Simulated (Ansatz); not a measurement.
The cluster TiSe₂⁺. Total charge 1; doublet. Geometry r2SCAN-D4/def2-TZVP; atoms count from 1.

Cartesian coordinates in Å:
```
Ti 0.612 0.265 -1.203
Se -1.332 -0.225 0.059
Se 0.720 -0.040 1.144
```

The relaxed charge 1 doublet is spin-contaminated (final ⟨S²⟩ up to 1.32, 0.75 for a pure state). No other spin state of charge 1 was run. The geometry of the doublet was relaxed on an unsound state (⟨S²⟩ 1.12, where a pure state has 0.75). The structure comes from a short search, and lower isomers may exist.

Problem. Estimate the Mulliken populations from the PBE0/def2-TZVP orbitals of Ansatz.

Solution. 
```
atom  charge (e)  spin (α − β)  d electrons
 Ti1        0.99          1.93         2.56
 Se2        0.00         -0.46            –
 Se3        0.00         -0.46            –
```
Mulliken values and Mayer orders depend strongly on the basis.

Problem. Where does the spin sit?

Solution. Summed by element: Ti 1.93, Se -0.93, of 1 unpaired in all. Largest on single atoms: Ti1 1.93, Se2 -0.46, Se3 -0.46.

Problem. And the Mayer bond orders between bonded heavy atoms (over 0.3)?

Solution. Ti1–Se2 1.19 (2.37 Å); Ti1–Se3 1.19 (2.37 Å); Se2–Se3 1.24 (2.33 Å).
